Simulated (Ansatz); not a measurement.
One geometry of `[OH][GeH]([F])[SiH3]`, several functionals.

```yaml
crystal:
  periodic: [false, false, false]
  atoms:
    - {symbol: O, position_ang: [-0.798026, 0.416757, 1.786092]}
    - {symbol: Ge, position_ang: [-0.741836, 0.451231, 0.017481]}
    - {symbol: F, position_ang: [-0.479162, 2.117067, -0.444668]}
    - {symbol: Si, position_ang: [1.166849, -0.812964, -0.638445]}
    - {symbol: H, position_ang: [-1.565767, 0.863053, 2.151910]}
    - {symbol: H, position_ang: [-2.130732, 0.122278, -0.568261]}
    - {symbol: H, position_ang: [1.310790, -0.720792, -2.112936]}
    - {symbol: H, position_ang: [0.962770, -2.229249, -0.242871]}
    - {symbol: H, position_ang: [2.363615, -0.253681, 0.034600]}
basis:
  gaussian: {orbitals: def2-TZVPP}
hamiltonian: {xc: {name: wB97M-V}}
output: {forces: true, orbitals: {seedname: orbitals}}
```

```sh
$ ansatz run in.yaml --threads 4 --pin off --events-out ev --progress --plain
```

Shortened log:

```
Functional definition: wB97M-V
1279 factors; their error is unknown
271 factors; integrals over basis functions are off by at most 8.9e-6 eV
mean field evaluation 1: about -69234.5238 eV, gradient 5.9e1 eV
mean field evaluation 2: about -69232.0081 eV, gradient 7.5e1 eV
mean field evaluation 4: about -69239.9161 eV, gradient 1.2e0 eV
mean field evaluation 8: about -69239.9251 eV, gradient 4.2e-2 eV
mean field evaluation 16: about -69240.0922 eV, gradient 2.8e-5 eV
mean field -69240.09224073 eV, -2544.5264572268 hartree, gradient 2.8e-5 eV, S^2 0.000000; 0 other end points of the search recorded, 0 dependent functions left out
reference -69240.09229129 eV, -2544.5264590848 hartree; 34, 34 occupied and 188, 188 virtual orbitals, 1279 factors
Total energy: -69240.09229129 eV, -2544.5264590848 hartree
Atom 0 at    -0.798026     0.416757     1.786092 Å, force    -0.062282     0.040679     0.068068 eV/Å
Atom 1 at    -0.741836     0.451231     0.017481 Å, force    -0.018449    -0.196259    -0.153114 eV/Å
Atom 2 at    -0.479162     2.117067    -0.444668 Å, force     0.015386     0.082839    -0.017940 eV/Å
Atom 3 at     1.166849    -0.812964    -0.638445 Å, force     0.057556    -0.028451    -0.016405 eV/Å
Atom 4 at    -1.565767     0.863053     2.151910 Å, force     0.044834    -0.027235     0.014167 eV/Å
Atom 5 at    -2.130732     0.122278    -0.568261 Å, force     0.109412     0.033296     0.055042 eV/Å
Atom 6 at     1.310790    -0.720792    -2.112936 Å, force    -0.018056    -0.010356     0.177434 eV/Å
Atom 7 at     0.962770    -2.229249    -0.242871 Å, force     0.021338     0.171817    -0.047026 eV/Å
Atom 8 at     2.363615    -0.253681     0.034600 Å, force    -0.149739    -0.066330    -0.080226 eV/Å
Dipole moment:    -0.152517    -0.355735    -0.058656 e Å
```

It took 7 s on 4 threads of a server CPU on a shared host, with 0.79 GiB of host memory at the peak.

Changing it to `hamiltonian: {xc: {name: CAM-B3LYP}, dispersion: d4}` and no forces (abridged; 2.3 s):

```
Functional definition: CAM-B3LYP
mean field -69247.65039507 eV, -2544.8042142755 hartree, gradient 7.2e-5 eV, S^2 0.000000
Total energy: -69247.80071411 eV, -2544.8097383983 hartree
```

The same input with `hamiltonian: {xc: lda}` and no forces (abridged; 0.85 s):

```
Functional definition: SPW92
mean field evaluation 16: about -69094.9400 eV, gradient 7.3e-5 eV
mean field -69094.93999467 eV, -2539.1922105718 hartree, gradient 8.4e-5 eV, S^2 0.000000
Total energy: -69094.94003426 eV, -2539.1922120266 hartree
```

The same input with `hamiltonian: {xc: {name: PBE-QIDH}}` and no forces (abridged; 3.6 s):

```
Functional definition: PBE-QIDH
mean field evaluation 16: about -69209.4678 eV, gradient 6.4e-5 eV
mean field -69209.46780279 eV, -2543.4010298903 hartree, gradient 3.6e-6 eV, S^2 0.000000
16 core orbitals not correlated: weight in the atoms' cores, before any rotation towards them, 1.000 or more for the frozen orbitals, at most 0.000 for the correlated occupied ones
second order -26.69422907 eV of doubles, -0.00000000 eV of singles
Total energy: -69218.36589206 eV, -2543.7280286395 hartree
```

The same input with `hamiltonian: {xc: {name: BHLYP}, dispersion: d4}` and no forces (abridged; 2.1 s):

```
Functional definition: BHLYP
mean field evaluation 16: about -69242.8719 eV, gradient 4.6e-5 eV
mean field -69242.87192482 eV, -2544.6286087327 hartree, gradient 4.6e-5 eV, S^2 0.000000
Total energy: -69243.10402857 eV, -2544.6371383884 hartree
```

Changing it to `hamiltonian: {xc: pbe0, dispersion: d4}` and no forces (abridged; 2 s):

```
Functional definition: PBE0
mean field evaluation 16: about -69230.0848 eV, gradient 1.1e-5 eV
mean field -69230.08477658 eV, -2544.1586897023 hartree, gradient 1.1e-5 eV, S^2 0.000000
Total energy: -69230.23091909 eV, -2544.1640603408 hartree
```
